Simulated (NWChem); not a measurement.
Species: CdH₂S; SMILES [SH][CdH]

```xyz
4

Cd     0.0095    -0.5862     0.0000
H      0.0067    -2.2551     0.0000
S      0.0529     1.7826     0.0000
H     -1.3087     1.8688     0.0000
```
Atoms are numbered in this order, from 1.

Structure relaxed at the PBE-D3(BJ)/def2-SVP level. def2 effective core potentials on Cd; no spin-orbit coupling.

Symmetry labels are those of Cs in the frame above (b1 and b2, or b-type labels, depend on it).

List the 6 lowest vertical singlet excitations and the 6 lowest triplet ones from CAM-B3LYP/def2-SVP with def2 effective core potentials on Cd, full TDDFT (NWChem).


```json
[
 {"state": "S1", "energy (eV)": "5.04", "oscillator strength": "0.010", "symmetry": "a\"", "leading excitation (squared amplitude)": "HOMO → LUMO (0.84)"},
 {"state": "S2", "energy (eV)": "5.24", "oscillator strength": "0.025", "symmetry": "a\"", "leading excitation (squared amplitude)": "HOMO → LUMO+2 (0.83)"},
 {"state": "S3", "energy (eV)": "5.61", "oscillator strength": "0.006", "symmetry": "a'", "leading excitation (squared amplitude)": "HOMO → LUMO+1 (0.85)"},
 {"state": "S4", "energy (eV)": "5.97", "oscillator strength": "0.008", "symmetry": "a'", "leading excitation (squared amplitude)": "HOMO−1 → LUMO (0.92)"},
 {"state": "S5", "energy (eV)": "6.24", "oscillator strength": "0.001", "symmetry": "a\"", "leading excitation (squared amplitude)": "HOMO−1 → LUMO+1 (0.97)"},
 {"state": "S6", "energy (eV)": "6.49", "oscillator strength": "0.002", "symmetry": "a\"", "leading excitation (squared amplitude)": "HOMO → LUMO+3 (0.96)"},
 {"state": "T1", "energy (eV)": "4.71", "oscillator strength": "spin-forbidden", "symmetry": "a\"", "leading excitation (squared amplitude)": "HOMO → LUMO+2 (0.89)"},
 {"state": "T2", "energy (eV)": "5.02", "oscillator strength": "spin-forbidden", "symmetry": "a\"", "leading excitation (squared amplitude)": "HOMO → LUMO (0.89)"},
 {"state": "T3", "energy (eV)": "5.10", "oscillator strength": "spin-forbidden", "symmetry": "a'", "leading excitation (squared amplitude)": "HOMO → LUMO+1 (0.85)"},
 {"state": "T4", "energy (eV)": "5.26", "oscillator strength": "spin-forbidden", "symmetry": "a'", "leading excitation (squared amplitude)": "HOMO−1 → LUMO+2 (0.71)"},
 {"state": "T5", "energy (eV)": "5.72", "oscillator strength": "spin-forbidden", "symmetry": "a'", "leading excitation (squared amplitude)": "HOMO−1 → LUMO (0.86)"},
 {"state": "T6", "energy (eV)": "5.89", "oscillator strength": "spin-forbidden", "symmetry": "a\"", "leading excitation (squared amplitude)": "HOMO → LUMO+3 (0.70)"}
]
```
